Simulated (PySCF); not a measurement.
# Dipole response of N (nitrogen, neutral)

[He] 2s2 2p3, high-spin 4S determinant. Calculation: PySCF 2.14, in dyall-acv3z (15s9p4d2f, 76 functions); the non-relativistic Hamiltonian (point nucleus). Coupled (time-dependent) response in atomic units; α is the mean over directions.

```json
{"method": "UHF", "mean α (bohr³)": "7.119", "C₆ (like pair)": "23.14", "S(−4)": "27.73"}
{"method": "PBE", "mean α (bohr³)": "8.065", "C₆ (like pair)": "27.82", "S(−4)": "35.17"}
{"method": "PBE0", "mean α (bohr³)": "7.631", "C₆ (like pair)": "25.86", "S(−4)": "30.21"}
{"method": "TPSS", "mean α (bohr³)": "7.938", "C₆ (like pair)": "27.47", "S(−4)": "33.05"}
{"method": "BP86", "mean α (bohr³)": "8.098", "C₆ (like pair)": "28.02", "S(−4)": "34.78"}
```

S(−4) is the Cauchy moment in α(ω) = α(0) + S(−4) ω² + …

Reference α: 7.4 ± 0.2 bohr³ (recommended; Schwerdtfeger and Nagle, table of static dipole polarizabilities (2023 update)). Published C₆: 24.20 (Chu and Dalgarno (2004); Tang, Norbeck and Certain (1976)).

α(iu) at PBE:

| u (hartree) | α(iu) (bohr³) |
| --- | --- |
| 0 | 8.065 |
| 0.0500 | 7.978 |
| 0.100 | 7.736 |
| 0.200 | 6.949 |
| 0.300 | 6.034 |
| 0.500 | 4.425 |
| 0.750 | 3.052 |
| 1.00 | 2.198 |
| 1.50 | 1.283 |
| 2.00 | 0.8364 |
| 3.00 | 0.4349 |
| 5.00 | 0.1797 |

A single London oscillator, α(iu) = α/(1 + u²/ω²), gives C₆ = (3/4) ω α². Matching the computed C₆ needs ω = 4 × 27.82 / (3 × 8.065²) = 0.570 hartree.
